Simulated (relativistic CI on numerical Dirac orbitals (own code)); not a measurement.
# Calculated levels, Rh¹¹⁺

Computed by Dirac-Coulomb-Breit CI, orbitals from a KLI potential per configuration, model QED, unscaled Slater integrals (own radial code, finite nucleus).

CI space (outside the closed core [Ar] 3d10): 4s²4p⁴, 4s4p⁵, 4p⁶, 4s²4p³4d, 4s4p⁴4d, 4s²4p³4f, 4s4p⁴4f, 4p⁵4d, 4s²4p³5s, 4s4p³4d², 4s²4p³5p, 4s²4p²4d4f, 4p⁵5s, 4p⁵4f, 4s4p⁴5s, 4s²4p³5d, 4s4p³4d5s, 4s4p⁴5p, 4s²4p²4f5s, 4s²4p³6s, 4s²4p³5f, 4s²4p³6p, 4s²4p³5g, 4s4p⁴5d, 4p⁴4d4f, 4s²4p³6d, 4s4p³5s², 4s²4p²4d², 4s²4p4d³, 4s4p²4d³, 4s²4p4d²4f, 4s4p²4d²4f, 4s²4p4d²5s, 4p⁴4d², 4p³4d³, 4p³4d²4f, 4p³4d²5s, 4s²4p²4f², 4s²4p4d4f², 4s4p²4d4f², 4s²4p4f³, 4s4p²4f³, 4s²4p4f²5s. Double excitations out of closed p, d and f shells are left out; levels of such configurations are missing from the list, as are those of other unlisted configurations, and high levels can miss mixing partners. These lack a partner that the ground configuration has and come out too high: 4s²4p³5p, 4s4p⁴5s, 4s²4p³5d, 4s4p⁴5p, 4s²4p³6s.

The lowest level is 4s²4p⁴ ³P2, with 83 % of that term; Hund's rules for 4s²4p⁴ give ³P with J = 2, in agreement.

| No. | Configuration | Term | J | E (eV) | % | Next component (%) | Landé g | jj configuration (%) |
| --- | --- | --- | --- | --- | --- | --- | --- | --- |
| 1 | 4s²4p⁴ | ³P | 2 | 0.0000 | 83 | 15 ¹D | 1.425 | 4p3/2^2 (93) |
| 2 | 4s²4p⁴ | ³P | 0 | 2.9154 | 69 | 28 ¹S |  | 4p3/2^2 (84) |
| 3 | 4s²4p⁴ | ³P | 1 | 4.2824 | 97 | 1 4s4p⁴4d ³P | 1.500 | 4p1/2 4p3/2^3 (97) |
| 4 | 4s²4p⁴ | ¹D | 2 | 6.5426 | 82 | 15 ³P | 1.074 | 4p1/2 4p3/2^3 (93) |
| 5 | 4s²4p⁴ | ¹S | 0 | 13.1724 | 68 | 29 ³P |  | 4p3/2^4 (83) |
| 6 | 4s4p⁵ | ³P° | 2 | 36.4175 | 84 | 14 4s²4p³4d ³P° | 1.500 | 4s 4p3/2^3 (84) |
| 7 | 4s4p⁵ | ³P° | 1 | 38.8768 | 76 | 13 4s²4p³4d ³P° | 1.458 | 4s 4p3/2^3 (50) |
| 8 | 4s4p⁵ | ³P° | 0 | 41.1286 | 82 | 15 4s²4p³4d ³P° |  | 4s 4p1/2 4p3/2^4 (82) |
| 9 | 4s4p⁵ | ¹P° | 1 | 46.8809 | 59 | 29 4s²4p³4d ¹P° | 1.040 | 4s 4p1/2 4p3/2^4 (44) |
| 10 | 4s²4p³4d | ⁵D° | 0 | 50.6029 | 84 | 11 ³P° |  | 4p3/2 4d3/2 (56) |
| 11 | 4s²4p³4d | ⁵D° | 2 | 50.6068 | 69 | 13 ³D° | 1.342 | 4p3/2 4d3/2 (62) |
| 12 | 4s²4p³4d | ⁵D° | 3 | 50.6518 | 71 | 13 ³D° | 1.416 | 4p3/2 4d3/2 (38) |
| 13 | 4s²4p³4d | ⁵D° | 1 | 50.8066 | 88 | 6 ³P° | 1.473 | 4p1/2 4p3/2^2 4d3/2 (41) |
| 14 | 4s²4p³4d | ⁵D° | 4 | 51.2092 | 81 | 13 ³F° | 1.453 | 4p3/2 4d5/2 (57) |
| 15 | 4s²4p³4d | ³D° | 2 | 52.6113 | 37 | 25 ³F° | 1.100 | 4p3/2 4d5/2 (56) |
| 16 | 4s²4p³4d | ³D° | 3 | 54.5293 | 51 | 21 ⁵D° | 1.274 | 4p1/2 4p3/2^2 4d5/2 (70) |
| 17 | 4s²4p³4d | ³D° | 1 | 54.8204 | 91 | 5 ³P° | 0.560 | 4p1/2 4p3/2^2 4d3/2 (43) |
| 18 | 4s²4p³4d | ³F° | 2 | 55.1288 | 53 | 40 ³D° | 0.903 | 4p1/2 4p3/2^2 4d3/2 (79) |
| 19 | 4s²4p³4d | ¹S° | 0 | 55.2793 | 81 | 9 ³P° |  | 4p1/2 4p3/2^2 4d3/2 (41) |
| 20 | 4s²4p³4d | ³F° | 3 | 55.7817 | 61 | 28 ³D° | 1.142 | 4p1/2 4p3/2^2 4d3/2 (71) |
| 21 | 4s²4p³4d | ³F° | 4 | 56.7453 | 50 | 35 ³G° | 1.190 | 4p1/2 4p3/2^2 4d5/2 (59) |
| 22 | 4s²4p³4d | ³G° | 3 | 56.8660 | 61 | 22 ³F° | 0.889 | 4p1/2 4p3/2^2 4d3/2 (28) |
| 23 | 4s²4p³4d | ³F° | 4 | 57.7511 | 63 | 25 ³G° | 1.186 | 4p1/2 4p3/2^2 4d5/2 (70) |
| 24 | 4s²4p³4d | ¹G° | 4 | 58.8269 | 70 | 23 ³G° | 1.025 | 4p1/2 4p3/2^2 4d3/2 (72) |
| 25 | 4s²4p³4d | ³G° | 5 | 58.8531 | 97 | 1 4s4p³4d² ³G° | 1.200 | 4p1/2 4p3/2^2 4d5/2 (97) |
| 26 | 4s²4p³4d | ³D° | 1 | 59.4933 | 89 | 3 ³P° | 0.562 | 4p3/2 4d5/2 (34) |
| 27 | 4s²4p³4d | ¹D° | 2 | 60.2303 | 49 | 27 ³F° | 0.976 | 4p1/2 4p3/2^2 4d3/2 (67) |
| 28 | 4s²4p³4d | ³P° | 0 | 61.1240 | 77 | 13 ¹S° |  | 4p1/2 4p3/2^2 4d5/2 (39) |
| 29 | 4s²4p³4d | ³P° | 1 | 61.2004 | 72 | 6 ³D° | 1.430 | 4p1/2 4p3/2^2 4d5/2 (29) |
| 30 | 4s²4p³4d | ³D° | 2 | 62.1847 | 69 | 12 ¹D° | 1.173 | 4p1/2 4p3/2^2 4d5/2 (80) |

Energies count from the lowest computed level; ° marks odd parity. Filled j subshells are mostly left out of the jj labels.

The mean weight of the leading LS term, summed over parents, in these 30 levels is 72 %, and that of the leading jj configuration (from the same eigenvectors) 63 %.

At this charge energies of transitions that change n are usually good to better than 1 %, and those within a shell (Δn = 0) to a few per cent.

LS names give the leading component of a level, which can be under half, so a name can repeat, a term be missing and a line seem to break the LS rules.
